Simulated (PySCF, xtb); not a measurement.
C2H7FSSi, SMILES C[Si](C)(F)S.

GFN2-xTB (xtb) at its own geometry gives an orbital gap of 5.02 eV and a dipole moment of 4.01 D.

Geometry: B3LYP-D3(BJ)/def2-SVP. Other conformers were not sampled.

What does r2SCAN/def2-TZVP run with PySCF give? (Estimate from the structure and the level; the computed values follow.)

gap 6.14 eV (levels -6.42 and -0.28 eV), dipole 2.85 D.
